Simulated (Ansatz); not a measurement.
Coupled-cluster run, C₂H₄SSi (`[SiH3]C#CS`).

```yaml
crystal:
  periodic: [false, false, false]
  atoms:
    - {symbol: Si, position_ang: [-0.315292, 1.472240, -0.615073]}
    - {symbol: C, position_ang: [-0.112845, -0.193987, 0.079267]}
    - {symbol: C, position_ang: [0.040467, -1.305685, 0.541211]}
    - {symbol: S, position_ang: [0.116073, -2.848310, 1.189562]}
    - {symbol: H, position_ang: [-1.150976, 1.412343, -1.840213]}
    - {symbol: H, position_ang: [-0.967813, 2.361019, 0.378551]}
    - {symbol: H, position_ang: [1.025169, 2.010566, -0.955584]}
    - {symbol: H, position_ang: [1.457316, -2.965287, 1.166381]}
basis:
  gaussian: {orbitals: def2-SVP}
correlation: {method: ccsd_t}
```

```sh
$ ansatz run in.yaml --threads 4 --pin off --events-out ev --progress --plain
```

Log, shortened:

```
Functional definition: HF
823 factors; integrals over basis functions are off by at most 1.1e-3 eV
mean field evaluation 1: about -20792.1233 eV, gradient 2.6e1 eV
mean field evaluation 2: about -20792.1321 eV, gradient 2.6e1 eV
mean field evaluation 4: about -20794.5734 eV, gradient 4.2e0 eV
mean field evaluation 8: about -20794.6459 eV, gradient 1.2e-1 eV
mean field evaluation 16: about -20794.6273 eV, gradient 1.8e0 eV
mean field -20794.64606358 eV, -764.1891477190 hartree, gradient 9.3e-7 eV, S^2 0.000000; 0 other end points of the search recorded, 0 dependent functions left out
12 core orbitals not correlated: weight in the atoms' cores, before any rotation towards them, 1.000 or more for the frozen orbitals, at most 0.000 for the correlated occupied ones
reference -20794.64606358 eV, -764.1891477190 hartree; 11, 11 occupied and 61, 61 virtual orbitals, 823 factors
second order -13.04929269 eV of doubles, -0.00000000 eV of singles
cycle   1  -13.64523975 eV  change   -6.0e-1 eV  update   1.0e-1
cycle   2  -14.14320960 eV  change   -5.0e-1 eV  update   3.2e-2
cycle   3  -14.24209976 eV  change   -9.9e-2 eV  update   1.4e-2
cycle   4  -14.24552844 eV  change   -3.4e-3 eV  update   4.3e-3
cycle   5  -14.24743130 eV  change   -1.9e-3 eV  update   1.6e-3
cycle   6  -14.24723744 eV  change    1.9e-4 eV  update   4.6e-4
cycle   7  -14.24738407 eV  change   -1.5e-4 eV  update   1.4e-4
cycle   8  -14.24744004 eV  change   -5.6e-5 eV  update   6.4e-5
cycle   9  -14.24741617 eV  change    2.4e-5 eV  update   2.4e-5
cycle  10  -14.24740784 eV  change    8.3e-6 eV  update   7.5e-6
perturbative correction -0.54965418 eV, -0.0201994187 hartree
Total energy: -20809.44312560 eV, -764.7329297188 hartree
```

Hardware: 4 threads of a server CPU on a shared host. Wall time 1.1 s, peak host memory 0.27 GiB.

Correlation energy per correlated electron: -0.673 eV. T1 diagnostic: 0.0132.
